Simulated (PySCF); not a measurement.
H₄OSi, SMILES O[SiH3]. Atoms are numbered in the order given.

```xyz
6

Si    -0.0090     0.5330     0.0000
O      0.1123    -1.1153     0.0000
H     -0.7277     1.0286     1.2003
H     -0.7277     1.0286    -1.2003
H      1.3776     1.0383     0.0000
H     -0.6945    -1.6354     0.0000
```

Coordinates come from a B3LYP-D3(BJ)/def2-TZVP optimisation.

These are TDDFT-PBE0/def2-TZVPD (PySCF) values and carry that method's errors.

Vertical excitations. Gas-phase values at a fixed geometry. State labels are in the subgroup Cs.

Computed UV-visible absorptions:
| state | symmetry | energy (eV) | λ (nm) | f | main pairs |
|---|---|---|---|---|---|
| S1 | A" | 6.91 | 179 | 0.002 | HOMO→LUMO 98 % |
| S2 | A' | 7.62 | 163 | 0.009 | HOMO−1→LUMO 97 % |
| S3 | A" | 8.17 | 152 | 0.037 | HOMO→LUMO+1 96 % |
| S4 | A" | 8.57 | 145 | 0.021 | HOMO→LUMO+2 82 % |
| S5 | A" | 8.75 | 142 | 0.067 | HOMO→LUMO+3 62 %, HOMO−2→LUMO 27 % |
| S6 | A' | 8.77 | 141 | 0.060 | HOMO−1→LUMO+1 95 % |
| S7 | A' | 8.94 | 139 | 0.005 | HOMO→LUMO+4 77 %, HOMO−3→LUMO 18 % |
| S8 | A" | 9.08 | 137 | 0.005 | HOMO−2→LUMO 68 %, HOMO→LUMO+3 26 % |
| S9 | A' | 9.17 | 135 | 0.148 | HOMO−3→LUMO 51 %, HOMO−1→LUMO+2 19 %, HOMO→LUMO+4 16 % |
| S10 | A' | 9.39 | 132 | 0.045 | HOMO−1→LUMO+2 72 %, HOMO−3→LUMO 23 % |
| T1 | A" | 6.55 | 189 | 0 | HOMO→LUMO 94 % |
| T2 | A' | 7.17 | 173 | 0 | HOMO−1→LUMO 91 % |
| T3 | A" | 7.86 | 158 | 0 | HOMO→LUMO+1 84 % |
| T4 | A" | 8.02 | 155 | 0 | HOMO→LUMO+2 78 % |
Triplets are in the Tamm–Dancoff approximation, which puts them higher than full response would, so one can lie above its singlet here.
